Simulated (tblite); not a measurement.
C₆H₁₂N₂Si.
Structure used (GFN2-xTB), in Å, numbered top down from 1:
```
atom  x, y, z in Å
C1    -0.5601   -2.2794    0.8825
C2    -0.2286   -1.3483    0.2068
C3     0.1267   -0.2365   -0.6619
C4     0.9978   -0.7734   -1.8105
C5    -1.1738    0.3434   -1.2321
N6    -2.1235    0.9029   -0.6401
C7    -2.1910    1.0849    0.7763
N8     0.8215    0.8007    0.0830
Si9    1.9316    0.5289    1.3668
H10   -0.8349   -3.0930    1.4849
H11    1.9173   -1.1900   -1.4053
H12    0.4702   -1.5508   -2.3590
H13    1.2507    0.0361   -2.4937
H14   -1.2716    0.2683   -2.3115
H15   -3.0837    0.5630    1.1242
H16   -2.3386    2.1500    0.9602
H17   -1.3198    0.7301    1.3314
H18    0.9311    1.6310   -0.4790
H19    1.1934   -0.0387    2.4959
H20    2.4397    1.8688    1.6519
H21    3.0367   -0.3809    1.0287
```

All values are computed: GFN2-xTB (tblite) harmonic vibrations without scaling, gas phase. This tight-binding method is rough: wavenumbers can miss measured ones by several per cent, in bad cases by 10 to 20. Modes of hydrogen on silicon can be 10 to 20 % off. One conformer, not necessarily the lowest.

Harmonic wavenumbers (cm⁻¹): 33.3, 47.1, 93.8, 99.6, 127.9, 139.6, 185.2, 202.2, 219.7, 270.1, 315.2, 325.6, 413.3, 438.1, 482.2, 499.9, 580.1, 597.4, 625.6, 671.1, 692.8, 732.8, 759.0, 807.1, 827.8, 835.1, 897.5, 936.4, 1014.0, 1022.4, 1089.6, 1096.5, 1137.1, 1152.9, 1196.4, 1327.8, 1342.8, 1385.4, 1393.9, 1453.0, 1463.9, 1486.2, 1491.7, 1755.6, 2182.1, 2254.3, 2274.2, 2277.2, 2969.6, 2985.4, 2997.7, 3000.4, 3018.7, 3032.4, 3039.2, 3394.5, 3449.8.

A = 1619, B = 1080, C = 994.3 MHz; mass 140.077 u (most abundant isotopes); point group C1, symmetry number 1.

**Question.** Zero-point energy?

**Answer.** ½Σν̃ = 35270 cm⁻¹ = 100.84 kcal/mol.

**Question.** Give the ideal-gas entropy at 350 K and 1 bar in the rigid-rotor, harmonic-oscillator model (classical rotation).

**Answer.** Translation 41.55, rotation 30.08, vibration 47.78: S = 119.4 cal/(mol K).

**Question.** And Cp and H(350 K) − H(0)?

**Answer.** Cp = 53.06 cal/(mol K), of which vibrations give 45.11 (their classical limit is 57 R = 113.3); H(350 K) − H(0) = 11.23 kcal/mol without the zero-point energy, 8.44 from vibrations.

**Question.** Which modes carry the vibrational entropy at 350 K?

**Answer.** 33.3 cm⁻¹: 5.94; 47.1 cm⁻¹: 5.25; 93.8 cm⁻¹: 3.89; 99.6 cm⁻¹: 3.78; 127.9 cm⁻¹: 3.29; 139.6 cm⁻¹: 3.12 cal/(mol K); the other 51 give 22.51 together.

**Question.** Blend soft modes into free rotors: weight 1/[1 + (100 cm⁻¹/ν̃)⁴] for the oscillator and the rest for a rotor with moment μB/(μ + B), μ = h/(8π²ν), B = 10⁻⁴⁴ kg m². What vibrational entropy results?

**Answer.** 43.46 cal/(mol K) in place of 47.78, which changes −T·S at 350 K by +1.51 kcal/mol.

**Question.** What must be added to the electronic energy to get the Gibbs energy at 350 K and 1 bar?

**Answer.** ZPE + [H(350 K) − H(0)] − T·S = 100.84 + 11.23 − 41.79 = 70.28 kcal/mol.

**Question.** How do the functions run with temperature in this model?

**Answer.** 
| T (K) | S (cal/(mol K)) | Cp (cal/(mol K)) | H − H(0) (kcal/mol) | G − H(0) (kcal/mol) | ln q(vib) |
| --- | --- | --- | --- | --- | --- |
| 50 | 61.4 | 15.7 | 0.56 | -2.51 | 0.96 |
| 100 | 74.7 | 23.3 | 1.55 | -5.93 | 2.78 |
| 298.15 | 111.3 | 47.5 | 8.62 | -24.58 | 10.08 |
| 373.15 | 122.9 | 55.4 | 12.48 | -33.37 | 12.70 |
| 500 | 140.7 | 66.6 | 20.25 | -50.11 | 16.96 |
| 750 | 170.9 | 82.2 | 39.00 | -89.18 | 24.75 |
| 1000 | 196.1 | 92.6 | 60.94 | -135.15 | 31.77 |

q(vib) and H(0) count from the zero-point level.

Hindered rotation and anharmonicity are outside this model. Other conformers, if any are populated, would add a mixing term that is left out. The structure is chiral; the term R ln 2 for an equal mix with its mirror image is left out.
